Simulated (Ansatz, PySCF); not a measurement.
The pair A = H2O (SMILES O) (first 3 atoms), B = CH3Br (SMILES CBr); geometry from B3LYP-D3(BJ)/def2-TZVP.
(charge 0, multiplicity 1):
```csv
atom,x (Å),y (Å),z (Å)
O,0.3462,0.0316,-0.1140
H,-0.0233,0.5566,0.6085
H,-0.3205,0.0527,-0.8079
C,0.0168,-1.4608,2.8577
Br,-0.8678,0.2748,3.1197
H,0.8812,-1.4806,3.5116
H,0.2992,-1.5122,1.8119
H,-0.7005,-2.2284,3.1250
```

Correlated levels freeze the cores. Filled d and f shells under p-block atoms count as core. CBS(a, b) extrapolates the correlation energy as X⁻³ and adds the Hartree–Fock energy of set b. MP2 and its Hartree–Fock in aug-cc-pVTZ are density fitted.

Run with Ansatz (an electronic-structure program); PySCF for the dispersion terms. 

The monomers are drawn apart, rigid, along the line of their centres of mass. Counterpoise-corrected interaction energies (kcal/mol):

| level | R = 4.412 Å | R = 5.478 Å |
|---|---|---|
| PBE/def2-TZVPPD | -1.4366 | -0.5170 |
| PBE-D3(BJ)/def2-TZVPPD | -1.7965 | -0.6296 |
| wB97M-V/def2-TZVPPD | -1.5787 | -0.5937 |
| MP2/CBS(aug-cc-pVDZ, aug-cc-pVTZ) + ΔCCSD(T)/aug-cc-pVDZ | -1.5944 | -0.5830 |

Q: R is the distance of the centres of mass. Find the local exponent m of E ∝ R⁻ᵐ between the two points.

A: 
m = ln(E₁/E₂)/ln(R₂/R₁): PBE/def2-TZVPPD 4.7; PBE-D3(BJ)/def2-TZVPPD 4.8; wB97M-V/def2-TZVPPD 4.5; MP2/CBS(aug-cc-pVDZ, aug-cc-pVTZ) + ΔCCSD(T)/aug-cc-pVDZ 4.6. For scale, two fixed dipoles give m = 3, dipole and quadrupole 4, quadrupoles 5, and dispersion or dipole-induced dipole 6 at long range; at these distances several terms mix, and what is left of overlap and damping shifts m, so it need not match one of them.
